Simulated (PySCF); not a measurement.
Species: TiCl(OMe)3, C3H9ClO3Ti (singlet state).
Structure used (PBE0-D3(BJ)/def2-SVP), in Å, numbered top down from 1:
```
atom  x, y, z in Å
Ti1    0.0141   -0.0332    0.9244
Cl2    0.0361   -0.1182    3.1580
O3     1.6382   -0.2956    0.3086
C4     2.5923   -1.0850   -0.3150
H5     3.3458   -1.4230    0.4166
H6     3.1120   -0.5107   -1.1010
H7     2.1335   -1.9757   -0.7794
O8    -0.5674    1.5365    0.3903
C9    -0.3853    2.7737   -0.2069
H10   -0.5222    3.5801    0.5340
H11   -1.1220    2.9240   -1.0148
H12    0.6273    2.8666   -0.6378
O13   -1.0486   -1.2814    0.2889
C14   -2.2235   -1.6568   -0.3443
H15   -2.8715   -2.2157    0.3524
H16   -2.0046   -2.3101   -1.2064
H17   -2.7827   -0.7762   -0.7074
```

Level of theory: PySCF 2.14.0, density-fitted response routines, TDDFT CAM-B3LYP/def2-SVPD, vertical, gas phase, core orbitals frozen in the response.

Ground-to-excited transition dipoles (e·a0, same axes as the geometry; the sign carries no meaning), for the states with f of 0.002 or more among the lowest 13:

```
state  E (hartree)      μx      μy      μz
   S4       0.2068  -0.309   0.059  -0.180
   S5       0.2070  -0.011   0.280   0.267
   S6       0.2074   0.112   0.162  -0.433
   S7       0.2185   0.089  -0.003   0.121
   S8       0.2190   0.172   0.068  -0.065
   S9       0.2192  -0.056   0.181   0.040
  S13       0.2313   0.005  -0.061   0.232
```

Problem. Work out the oscillator strengths.

Solution. f = (2/3) ΔE |μ|² with ΔE in hartree (27.2114 eV).

```json
{"state": "S4", "|μ|² (au)": "0.132", "|μ| (D)": "0.92", "f": "0.018"}
{"state": "S5", "|μ|² (au)": "0.150", "|μ| (D)": "0.98", "f": "0.021"}
{"state": "S6", "|μ|² (au)": "0.226", "|μ| (D)": "1.21", "f": "0.031"}
{"state": "S7", "|μ|² (au)": "0.023", "|μ| (D)": "0.38", "f": "0.003"}
{"state": "S8", "|μ|² (au)": "0.038", "|μ| (D)": "0.50", "f": "0.006"}
{"state": "S9", "|μ|² (au)": "0.038", "|μ| (D)": "0.49", "f": "0.005"}
{"state": "S13", "|μ|² (au)": "0.058", "|μ| (D)": "0.61", "f": "0.009"}
```

Problem. Which bond between heavy atoms lies closest to the direction of the S6 transition dipole?

Solution. Ti1–Cl2, at 23° from it; next O8–C9 at 43°.

Problem. What angle do the transition dipoles of S4 and S5 make?

Solution. |cos θ| = |μa·μb| / (|μa| |μb|) = 0.20, so θ ≈ 78° (taken between 0 and 90°, since the signs are arbitrary).

Problem. How is the summed strength of these states shared among x, y and z?

Solution. (2/3) Σ ΔE μα² gives 0.021 for x, 0.021 for y and 0.052 for z, 0.093 in all.

Problem. What peak molar absorption coefficient would the strongest computed level give as a lone Gaussian band 0.4 eV wide at half height?

Solution. ε(max) = 2.175×10⁸ f / FWHM, with the width in cm⁻¹. S6: 2.175×10⁸ × 0.0313 / 3226 ≈ 2100 L mol⁻¹ cm⁻¹.
